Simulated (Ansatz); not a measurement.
F3GaH2O (`[OH2+][Ga-]([F])([F])[F]`). The species carries charge 0 and has multiplicity 1. The structure was optimised at the PBE0-D4/def2-TZVP level. It is one conformer, not always the lowest.

```xyz
7

O    -0.631    0.212   -0.988
Ga    0.347    0.074    0.800
F     1.935    0.068    0.059
F    -0.121    1.468    1.727
F    -0.377   -1.470    1.204
H     0.024    0.224   -1.698
H    -1.177   -0.576   -1.103
```

Q: What is the dipole moment at r2SCAN/def2-TZVPP? (Best estimate.)

A: Ansatz gave: 4.91 D, with components (-1.74, -0.76, -4.53) D in this frame, pointing from negative to positive charge.

Q: And with PBE, B3LYP, ωB97M-V? (Estimate.)

A: Computed: PBE 4.83 D, B3LYP 4.91 D, ωB97M-V 4.91 D.

Q: Give the Mulliken charges with r2SCAN, ωB97M-V, PBE in def2-TZVPP. (Best estimate.)

A: Computed: 
```json
{"atom": "O1", "r2SCAN": "-0.22", "ωB97M-V": "-0.19", "PBE": "-0.18"}
{"atom": "Ga2", "r2SCAN": "0.88", "ωB97M-V": "0.89", "PBE": "0.74"}
{"atom": "F3", "r2SCAN": "-0.39", "ωB97M-V": "-0.40", "PBE": "-0.35"}
{"atom": "F4", "r2SCAN": "-0.37", "ωB97M-V": "-0.37", "PBE": "-0.33"}
{"atom": "F5", "r2SCAN": "-0.39", "ωB97M-V": "-0.40", "PBE": "-0.35"}
{"atom": "H6", "r2SCAN": "0.25", "ωB97M-V": "0.23", "PBE": "0.24"}
{"atom": "H7", "r2SCAN": "0.25", "ωB97M-V": "0.23", "PBE": "0.24"}
```

B3LYP here is the variant with VWN-RPA as its local correlation; programs differ in this.
